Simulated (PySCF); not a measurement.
CH5F3Si2, SMILES C[Si@H](F)[SiH](F)F. Atoms are numbered in the order given.

```xyz
11

C     -2.1908     0.8720    -0.6942
Si    -0.9660    -0.4990    -0.3952
F     -1.5613    -1.5318     0.7234
Si     1.0383     0.3605     0.4617
F      1.4761     1.5729    -0.5258
F      2.2133    -0.7518     0.3928
H     -3.1316     0.4758    -1.1063
H     -2.4215     1.4130     0.2361
H     -1.7729     1.5920    -1.4162
H     -0.7000    -1.2754    -1.6409
H      1.0058     0.8977     1.8482
```
Charge 0, spin multiplicity 1.

Geometry optimised at PBE0-D3(BJ)/def2-SVP. The structure was generated by enumeration; whether it is a known compound was not checked. The values are those of a single conformer.

All values below come from PBE/def2-TZVP (PySCF).

Computed frontier levels, gap, dipole moment and polarisability:
```json
{
  "highest_occupied_level": "-7.09 eV",
  "lowest_empty_level": "-1.77 eV",
  "orbital_gap": "5.32 eV",
  "dipole_moment": "0.453 e·Å",
  "quadrupole, principal values (traceless, Buckingham form, about the centre of nuclear charge)": "-7.81, 1.82, 5.99 D·Å",
  "mean_static_polarisability": "63.6 bohr³ (9.42 Å³)",
  "polarisability_principal_values": "55.4, 61.8, 73.5 bohr³"
}
```
